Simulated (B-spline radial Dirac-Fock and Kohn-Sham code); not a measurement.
**Tl: input and output of one calculation**

ΔSCF core binding energies without Breit or QED terms, calculated with a radial B-spline solver. Keys: rel is the Hamiltonian (dirac, or spin-free x2c and nr, where L3 and M5 stand for the whole 2p and 3d shells), method is hf or an exchange,correlation pair (spin-unpolarised, also for the hole states), nuc the nuclear model, radius_factor scales its radius, rmax is the box in bohr, h the logarithmic mesh step, order the B-spline order, points the quadrature points per cell, c_factor scales the speed of light, and damp, ndamp, maxit and tol steer the iteration. The run stops when the commutator error falls below 10·tol·max(1, Z/10), or the numerical noise floor, and the energy has settled to about 1e-8 Ha; the virial ratio is −V/T.

Input (task.json):

```json
{"items": [{"Z": 81, "q": 0, "cfg": [[1, 0, 2], [2, 0, 2], [2, 1, 6], [3, 0, 2], [3, 1, 6], [3, 2, 10], [4, 0, 2], [4, 1, 6], [4, 2, 10], [4, 3, 14], [5, 0, 2], [5, 1, 6], [5, 2, 10], [6, 0, 2], [6, 1, 1]], "A": 205, "rrms": 5.4759, "do": "settings", "holes": ["K", "L3", "M5"],
  "settings": [{"rel": "dirac", "method": "hf", "nuc": "fermi", "radius_factor": 1.0, "rmax": 45.0, "h": 0.3, "order": 8, "points": 10, "c_factor": 1.0, "maxit": 3, "damp": 0.5, "ndamp": 3, "tol": 1e-08}]}]}
```

Command: `python xray2_run.py task.json out`

Ground-state iterations:

```
iter   energy (Ha)        error
   1   -20272.98943516  2.24e+00
   2   -20273.47679841  2.73e-01
   3   -20274.84138765  2.68e-02
```

The ground state had not converged after 3 iterations, with total energy -20274.84139 Ha, virial ratio 1.86400 and highest orbital energy -4.76 eV. ΔSCF binding energies: K (1s) 86005.6 eV, L3 (2p3/2) 12700.6 eV, M5 (3d5/2) 2399.4 eV (not all states converged, so these are not final).

Problem. One setting is unsound. Which, and why?

Solution. maxit ends the run before self-consistency. With the default settings (Dirac Hartree-Fock): The ground state converged in 11 iterations, with total energy -20274.84358 Ha, virial ratio 1.86406 and highest orbital energy -4.80 eV. ΔSCF binding energies: K (1s) 86005.5 eV, L3 (2p3/2) 12700.5 eV, M5 (3d5/2) 2399.4 eV.
